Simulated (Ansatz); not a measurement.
C2H5F2GaO, SMILES `CC[O][Ga]([F])[F]`. Charge 0, multiplicity 1. All single points use the PBE0-D4/def2-TZVP geometry. It is one conformer, not always the lowest.

```xyz
11

C    -0.523   -1.072   -0.707
C    -0.573    0.437   -0.755
O     0.629    1.037   -0.293
Ga    1.186    0.846    1.360
F     0.239    0.065    2.594
F     2.721    1.475    1.853
H    -1.436   -1.500   -1.129
H    -0.442   -1.428    0.326
H     0.328   -1.447   -1.279
H    -0.697    0.780   -1.787
H    -1.433    0.807   -0.184
```

Problem. What is the dipole moment at B3LYP/def2-TZVPP? (An estimate is asked.)

Solution. Ansatz gave: 2.64 D, with components (-1.77, -0.74, -1.81) D in this frame, pointing from negative to positive charge.

Problem. And with PBE, r2SCAN, ωB97M-V? (An estimate is asked.)

Solution. The calculation gave: PBE 2.57 D, r2SCAN 2.61 D, ωB97M-V 2.56 D.

Problem. Give the Mulliken charges with B3LYP, PBE, r2SCAN in def2-TZVPP. (Best estimate.)

Solution. Computed: 
| atom | B3LYP | PBE | r2SCAN |
| --- | --- | --- | --- |
| C1 | -0.26 | -0.26 | -0.15 |
| C2 | 0.05 | 0.03 | 0.15 |
| O3 | -0.36 | -0.28 | -0.37 |
| Ga4 | 0.87 | 0.73 | 0.86 |
| F5 | -0.37 | -0.33 | -0.37 |
| F6 | -0.35 | -0.30 | -0.35 |
| H7 | 0.08 | 0.08 | 0.04 |
| H8 | 0.08 | 0.09 | 0.05 |
| H9 | 0.09 | 0.10 | 0.06 |
| H10 | 0.08 | 0.08 | 0.04 |
| H11 | 0.08 | 0.07 | 0.04 |

B3LYP here is the variant with VWN-RPA as its local correlation; programs differ in this.
